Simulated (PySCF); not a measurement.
# Spinor energies of Au⁵⁶⁺ (gold, charge +56)

Start: [Ar] 3d5; 3d3/2 filled at m_j = -3/2, -1/2, +1/2, +3/2; 3d5/2 filled at m_j = +5/2. Calculated with PySCF 2.14 in an uncontracted even-tempered set (15 s from 16 bohr⁻², ratio 2.8; 13 p from 21 bohr⁻², ratio 2.8; 8 d from 21 bohr⁻², ratio 2.8; 3 f from 71 bohr⁻², ratio 3): generalised Hartree-Fock with the X2C-1e Hamiltonian and a Gaussian nucleus; one run each with spin-orbit coupling (SO) switched off, then screened by Boettger's factors.

```csv
spinor shell,electrons,"ε, spin-free (eV)","ε, screened SO (eV)",weight of nominal j (screened SO),"rms radius, screened SO (bohr)"
1s1/2,2,-84926.2,-84889.1,1.000,0.0190
2s1/2,2,-18122.2,-18107.6,1.000,0.0764
2p1/2,2,-16185.3,-17527.7,1.000,0.0647
3s1/2,2,-6756.0,-6751.4,1.000,0.189
3p1/2,2,-6173.4,-6520.1,1.000,0.180
3p3/2,4,-6173.4,-6031.3,1.000,0.195
3d3/2,4,-5664.5,-5703.9,0.996,0.167
3d5/2,1,-5664.5,-5599.8,1.000,0.170
```

Where does 2p3/2 lie, and what is the 2p spin-orbit splitting (screened SO)?

At -15648.2 eV, 1879.5 eV above 2p1/2.

```tsv
quantity	spin-free	screened SO
E (hartree)	-16075.15753	-16109.15346
M_J	5/2	5/2
⟨J²⟩	8.750	8.753
⟨L²⟩	0.000	6.674
⟨S²⟩	8.750	2.719
```

Each row is a mean over spinors that exchange with the open shell spreads, by up to 32.852 eV (3p3/2).

Breit and QED terms are absent; they matter most for the inner s and p1/2 levels.

Densities and radii are taken from the X2C orbitals without a picture-change correction, which distorts them close to the nucleus.

Without spin-orbit coupling the j labels of p, d and f shells carry no meaning; the spin-free column gives the mean over the occupied spinors of each nl shell.
